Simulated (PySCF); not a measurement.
Adding and removing an electron: Ge2

PBE; Ge def2-TZVPPD; no relativity (PySCF 2.14). Neutral (UKS): triplet (π ↑↑), Re = 2.417 Å, ωe = 274 cm⁻¹, De = 3.23 eV, HOMO -4.63 eV, LUMO -4.25 eV.

Ge₂⁺ (UKS): quartet (σ ↑, π ↑↑), Re = 2.444 Å, ωe = 242 cm⁻¹, De = 3.61 eV to Ge⁺ + Ge. The energies at the minima are -4153.32262 hartree for Ge2 and -4153.04647 for Ge₂⁺.

Task: Work out the adiabatic ionisation energy, without and with harmonic zero-point energies (1 hartree = 27.2114 eV, 1 eV = 8065.5 cm⁻¹), and the change of the bond length.

Result: At PBE: 0.27615 hartree = 7.514 eV between the minima; the zero-point term (242.0 − 274.0)/2 cm⁻¹ = -0.002 eV makes it 7.512 eV. Re changes by +2.7 pm against the neutral. The electron leaves a σ orbital, and the longer bond of the ion fits a bonding orbital, or a change in how ionic the bond is.

Ge₂⁻ (UKS): doublet (π ↑), Re = 2.313 Å, ωe = 308 cm⁻¹. The energies at the minima are -4153.32262 hartree for Ge2 and -4153.38506 for Ge₂⁻.

Task: Work out the adiabatic electron affinity, without and with harmonic zero-point energies (1 hartree = 27.2114 eV, 1 eV = 8065.5 cm⁻¹), and the change of the bond length.

Result: At PBE: 0.06244 hartree = 1.699 eV between the minima; the zero-point term (274.0 − 308.0)/2 cm⁻¹ = -0.002 eV makes it 1.697 eV. Re changes by -10.4 pm against the neutral. The electron enters a π orbital, and the shorter bond of the ion fits a bonding orbital, or a change in how ionic the bond is.

Spin–orbit coupling is left out. The highest Kohn–Sham level is positive in this anion. Much of that is self-interaction error, but it also means that the finite basis helps to hold the extra electron. States were picked by a PBE0 search and need not be the measured ground states.
